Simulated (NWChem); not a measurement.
CBr₃Cl; SMILES ClC(Br)(Br)Br

All runs: NWChem. Pople sets run with spherical d functions. This build's default masses of Se (78.918 u) and Br (79.917 u) are each other's, which moves their modes by up to 0.6 %. Each level has its own optimisation; frequencies are unscaled.

```
level                                 r C–Cl (Å)  r Br–C (Å)  highest harmonic frequency (cm⁻¹)  lowest (cm⁻¹)  zero-point energy (kcal/mol)  dipole (D)
------------------------------------  ----------  ----------  ---------------------------------  -------------  ----------------------------  ----------
Hartree-Fock/STO-3G                        1.847       1.939                                945            161                           6.1        1.23
Hartree-Fock/3-21G                           ___       1.971                                ___            ___                           5.1         ___
Hartree-Fock/6-31G*                        1.762       1.941                                854            155                           5.4        0.19
B3LYP/6-31G*                               1.780       1.970                                720            138                           4.6        0.07
LDA (Slater exchange, VWN5)/def2-SVP       1.752       1.933                                750            138                           4.8        0.04
PBE/def2-SVP                               1.774       1.963                                709            135                           4.5        0.01
BLYP/def2-SVP                              1.791       1.990                                672            132                           4.3        0.03
PBE0/def2-SVP                              1.760       1.939                                769            144                           4.9        0.10
```

Question: Fill in the missing entries.

Answer: 
- Hartree-Fock/3-21G, r C–Cl (Å): 1.864
- Hartree-Fock/3-21G, highest harmonic frequency (cm⁻¹): 777
- Hartree-Fock/3-21G, lowest (cm⁻¹): 149
- Hartree-Fock/3-21G, dipole (D): 1.06
